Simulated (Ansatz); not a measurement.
Molecule: C6H12Cl (charge 0, doublet). It need not be the lowest isomer of its formula. 
Geometry from a B3LYP-D3(BJ)/def2-TZVP (Ansatz, a quantum-chemistry and plane-wave program) optimisation:
```xyz
19

C     -3.6338    -0.3515    -0.2482
C     -2.3559    -0.7496     0.4842
C     -1.0912    -0.3036    -0.2455
C      0.1841    -0.7066     0.4857
C      1.4746    -0.3317    -0.2201
C      2.6952    -0.7794     0.4371
Cl     1.5844     1.5626    -0.3264
H     -3.6699    -0.7968    -1.2454
H     -3.6947     0.7325    -0.3689
H     -4.5231    -0.6773     0.2943
H     -2.3344    -1.8360     0.6201
H     -2.3604    -0.3171     1.4899
H     -1.1075     0.7807    -0.3758
H     -1.0823    -0.7357    -1.2526
H      0.2018    -1.7957     0.6085
H      0.1967    -0.2791     1.4922
H      1.4499    -0.6034    -1.2734
H      2.7293    -0.8583     1.5154
H      3.6223    -0.8447    -0.1137
```
Charge 0, spin multiplicity 2.

Dipole moments at this geometry, in debye (magnitudes).

| level | program | dipole (D) |
|---|---|---|
| SVWN5/def2-TZVPD | Ansatz | 2.14 |
| PBE/def2-TZVPD | Ansatz | 2.17 |
| BLYP/def2-TZVPD | Ansatz | 2.17 |
| revPBE/def2-TZVPD | Ansatz | 2.18 |
| PBE0/def2-TZVPD | Ansatz | 2.27 |
| r2SCAN0/def2-TZVPD | Ansatz | 2.33 |
| LC-wPBE/def2-TZVPD | Ansatz | 2.29 |
| wB97M-V/def2-TZVPD | Ansatz | 2.25 |
| wB97X-V/def2-TZVPD | Ansatz | ? |
| CCSD(T)/aug-cc-pV(D+d)Z | Ansatz | ? |

Complete the blanks.


- wB97X-V/def2-TZVPD, dipole (D): 2.29
- CCSD(T)/aug-cc-pV(D+d)Z, dipole (D): 2.16
